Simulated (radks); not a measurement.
Tm V, 65 electrons, occupied as [Xe] 4f11 (the NIST ground configuration). All-electron calculation, Dirac Kohn-Sham, PBE, spin-unpolarised, spherical densities, point nucleus; open shells fill j = l - 1/2 first. Program: a radial shooting solver on a logarithmic mesh with Libxc functionals.

Radial electron density D(r) = 4 pi r^2 rho(r):

r (bohr)   D(r) (e/bohr)
0.0007255          3.449
0.0008379          4.355
0.0009677          5.485
0.001118           6.889
0.001291           8.625
0.001491           10.76
0.001721           13.36
0.001988           16.52
0.002296           20.30
0.002652           24.78
0.003062           30.02
0.003508           35.70
0.004052           42.47
0.004679           49.95
0.005404           57.97
0.006241           66.28
0.007208           74.49
0.008324           82.11
0.009613           88.56
0.0111             93.26
0.01282            95.74
0.01481            95.80
0.0171             93.68
0.01975            90.17
0.02281            86.65
0.02634            84.84
0.03042            86.39
0.03513            92.17
0.04057            101.6
0.04686            112.5
0.05412            121.2
0.0625             124.1
0.0716             120.0
0.08269            110.2
0.0955             99.79
0.1103             94.78
0.1274             98.12
0.1471             106.6
0.1699             111.9
0.1962             106.2
0.2266             88.79
0.2617             67.83
0.3022             54.21
0.349              52.83
0.4031             58.76
0.4655             62.28
0.5376             57.44
0.6209             45.78
0.717              32.96
0.8281             23.36
0.9564             17.64
1.104              14.12
1.276              11.02
1.461              7.930
1.688              4.839
1.949              2.476
2.251              1.044
2.6               0.3551
3.002            0.09431
3.467            0.01878
4.004           0.002695
4.625          0.0002673

D(r) has 4 maxima, at r = 0.0138, 0.0615, 0.171, 0.462 bohr, and minima at 0.0268, 0.112, 0.330 bohr, inside which lie 2.02, 11.17, 29.66 electrons.
